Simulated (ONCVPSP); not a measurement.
## PBE ONCV dataset for aluminium (Al), scalar-relativistic all-electron reference.

aluminium (Al), optimised norm-conserving Vanderbilt (ONCV), made with ONCVPSP 4.0.1 (PBE, scalar-relativistic). Core [Ne], reference 3s2 3p1. Waves: 3s: rc 2.10 bohr, ncon 4, nbas 8, qcut 3.8 1/bohr, 3 projectors, debl 3.1 Ha; 3p: rc 2.45 bohr, ncon 4, nbas 9, qcut 2.8 1/bohr, 2 projectors, debl 1.1 Ha; d scattering state at 0.44 Ha: rc 1.95 bohr, ncon 4, nbas 8, qcut 4.5 1/bohr, 2 projectors, debl 0.9 Ha. Local part: polynomial inside 1.45 bohr (lpopt 5, dvloc0 2 Ha). Core correction: Teter function, fcfact 3.5, rcfact 1.4.

Results:

* Cutoffs needed: 5.4 Ha and 7.4 Ha (the cutoffs (Ha) at which the residual kinetic energy of the hardest occupied pseudo-wave falls to 1 and 0.1 mHa per electron) The cutoffs count occupied waves only; projector 3 of the s channel, the hardest unoccupied one, needs 32 Ha at the loose tolerance.
* Ghost test: no bound ghost flagged; GHOST(+) flagged for s at 236.0 eV
* Largest excitation error: +1.9 meV (all-electron minus pseudo) for 3s1 3p0, out of 4 test configurations
* rms error of d²Exc/dni dnj: 1.77 mHa without and 0.16 mHa with the model core

Generation and tests took about 4.1 s on one core of a shared server CPU.
